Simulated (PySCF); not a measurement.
# A search over the determinants of ZnH⁺

Unrestricted PBE0; PySCF, no relativity, basis sets Zn def2-TZVPPD, H def2-TZVPPD. Outer shells of the fragments: Zn+ 3d10 4s1; H 1s1.

Followed along the bond (rough minima from three points):

| 2Ms+1 | unpaired | ⟨S²⟩ at the start | R at minimum (Å) | Te (eV) |
| --- | --- | --- | --- | --- |
| 1 | none | 0.00 | 1.53 | 0.00 |
| 3 | σ ↑↑ | 2.00 | none in the scan | ≤ 3.08 |

Solutions found at the starting distance of 1.610 Å, counted from the lowest of them; the search is not exhaustive and high or unbound solutions are not listed, so other states can lie among these:

```
2Ms+1  unpaired  term  E (eV)  ⟨S²⟩  ⟨Lz²⟩  μ (D)
    1      none   ¹Σ⁺    0.00  0.00   0.00  -1.38
    3      σ ↑↑   ³Σ⁺    3.39  2.00   0.00   2.22
    3  σ ↑, π ↑    ³Π    6.99  2.01   1.00   0.70
```

A term symbol is given only where ⟨S²⟩ and ⟨Lz²⟩ are close to those of a pure state; real π, δ and φ orbitals otherwise mix terms. A positive dipole points towards H; it is taken about the centre of mass and depends on that origin.

Counting both spins, an empty level lies below a filled one in some of these solutions, because spin and occupation are held.
